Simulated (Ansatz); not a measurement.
`N=C1O[CH]1[Zn][F]` and `N=C1CO1` differ in one atom or group.

Ansatz, PBE0-D4/def2-TZVP geometries, multiplicity 1. Each molecule was computed in one conformer, which needn't be the lowest.

Scalar relativity is left out up to krypton.

```csv
property,`N=C1O[CH]1[Zn][F]`
HOMO–LUMO gap (B3LYP/def2-TZVPP) / eV,6.53
HOMO energy (B3LYP/def2-TZVPP) / eV,-8.02
"ideal-gas entropy at 298 K and 1 bar (rigid rotor, harmonic PBE0-D4/def2-TZVP) / J/(mol·K)",346
size of the dipole moment (B3LYP/def2-TZVPP) / D,2.02
HOMO–LUMO gap (PBE0/def2-TZVPP) / eV,7.11
size of the dipole moment (PBE/def2-TZVPP) / D,1.99
```

Question: Give the same properties after the change, and the shifts. (Best estimate.)

Answer: Computed: 
| property | `N=C1CO1` | shift |
| --- | --- | --- |
| HOMO–LUMO gap (B3LYP/def2-TZVPP) / eV | 7.95 | 1.42 |
| HOMO energy (B3LYP/def2-TZVPP) / eV | -7.77 | 0.25 |
| ideal-gas entropy at 298 K and 1 bar (rigid rotor, harmonic PBE0-D4/def2-TZVP) / J/(mol·K) | 265 | -81 |
| size of the dipole moment (B3LYP/def2-TZVPP) / D | 3.55 | 1.53 |
| HOMO–LUMO gap (PBE0/def2-TZVPP) / eV | 8.46 | 1.35 |
| size of the dipole moment (PBE/def2-TZVPP) / D | 3.32 | 1.33 |

With PBE0 the HOMO rises by 0.24 eV and the LUMO rises by 1.59 eV, so the gap widens by about 1.35 eV. PBE moves the HOMO by 0.28 eV and ωB97M-V by 0.19 eV. The zero-point energy changes by 22.7 kJ/mol with -3 modes. Dipoles are sizes alone; their direction can turn.

Positive LUMOs are unbound, so they and the gaps depend on the basis.

B3LYP here is the variant with VWN-RPA as its local correlation; programs differ in this.
